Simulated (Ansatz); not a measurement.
Consider the atomization: `NBCBr` → B• + Br• + C• + 5 H• + N•.

Computed with Ansatz on PBE0-D4/def2-TZVP structures; ΔE is electronic, products minus reactants. CCSD(T)/CBS adds triple-zeta CCSD(T) − MP2 to the extrapolated MP2 energy (def2 sets, frozen cores). This one scheme is used for every species, atoms too. Functionals use def2-TZVPP. No spin–orbit coupling; open shells (•) take unrestricted orbitals. Spin–orbit coupling would lower the free atoms: a little for B, C; clearly for Br. Bonds to Br are less sure, by a few kJ/mol each and by 10 to 20 or more in all where they break to atoms, as the def2 sets lack core-valence functions. Scalar relativity is left out up to krypton. Each species was taken in one conformer, which may not be the lowest.

`NBCBr`:

Cartesian coordinates in Å:
```
N -0.498 1.292 -0.379
B 0.273 0.467 0.413
C 0.331 -1.092 0.211
Br -0.773 -1.769 -1.250
H -1.065 0.927 -1.129
H -0.545 2.289 -0.262
H 0.933 0.940 1.297
H -0.001 -1.624 1.104
H 1.346 -1.430 -0.004
```

CCSD(T)/CBS gives +3246.4 kJ/mol.

Question: Another level gave +3224.9 kJ/mol. Which?
A. revPBE-D4/def2-TZVPP
B. B2PLYP/def2-TZVPP
C. PBE0-D4/def2-TZVPP
D. PBE/def2-TZVPP

Answer: B. B2PLYP 3224.9, revPBE-D4 3244.3, PBE0-D4 3271.6, PBE 3310.8 kJ/mol.

Largest T1 diagnostic among the species: 0.014.

At CCSD(T), def2-SVP lies −176.8 kJ/mol from the extrapolated value and def2-TZVPP −86.4 kJ/mol: correlation converges slowly with the basis, and small sets miss more of it in the bonded molecule than in its fragments. Leaving LDA and LC-ωPBE aside and taking each functional with its dispersion term where it has one, the values, not all of them listed here, spread over 151.6 kJ/mol, from BHLYP-D4 to PBE-D4. LDA lies +409.2 kJ/mol from PBE without D4, its usual overbinding.

For atomizations the MP2-based limit and the directly extrapolated one differ by several kJ/mol either way, and by 10 to 25 for some Ge, Se and Sn compounds, so smaller differences from it don't rank the levels.
